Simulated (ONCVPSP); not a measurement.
**PBEsol ONCV dataset for Ho (Z = 67), scalar-relativistic all-electron reference.**

holmium (Ho), optimised norm-conserving Vanderbilt (ONCV), made with ONCVPSP 4.0.1 (PBEsol, scalar-relativistic). Core [Kr] 4d10, reference 4f11 5s2 5p6 6s2. Waves: 5s+6s: rc 1.86 bohr, ncon 4, nbas 7, qcut 5.2 1/bohr, 2 projectors; 5p: rc 2.00 bohr, ncon 4, nbas 7, qcut 7.6 1/bohr, 1 projector; d scattering state at 0.38 Ha: rc 1.82 bohr, ncon 4, nbas 8, qcut 4.9 1/bohr, 2 projectors, debl 0.4 Ha; 4f: rc 1.04 bohr, ncon 5, nbas 9, qcut 14 1/bohr, 2 projectors, debl 0.5 Ha. Local part: polynomial inside 0.78 bohr (lpopt 5, dvloc0 0 Ha). Core correction: polynomial model core, fcfact 0.4.

In the d channel the program set the typed energies aside and used 0.050, 0.450 Ha.

All-electron outer shells of the reference configuration (PBEsol, scalar-relativistic, ld1.x):

| shell | level (eV) | outermost node (bohr) | outermost maximum (bohr) |
| --- | --- | --- | --- |
| 5s | -50.42 | 0.61 | 1.13 |
| 5p | -25.90 | 0.66 | 1.29 |
| 6s | -3.81 | 1.54 | 3.43 |
| 4f | -3.19 | – | 0.53 |

Calculated quality:

```
Cutoffs needed             : 260 Ha and 322 Ha (the cutoffs (Ha) at which the residual kinetic energy of the hardest occupied pseudo-wave falls to 1 and 0.1 mHa per electron)
Ghost test                 : ghosts flagged at negative energy: s at -376.1 eV, p at -159.9 eV; GHOST(+) flagged for d at 120.4 eV; a true bound ghost makes a file unfit for plane-wave use
Configuration tests        : tests left out (the all-electron energies of this program are off by 10 to 40 meV for near-neutral 4f atoms)
rms error of d²Exc/dni dnj : 5.77 mHa without and 1.68 mHa with the model core
```

Generation and tests took about 7.5 s on one core of a shared server CPU.
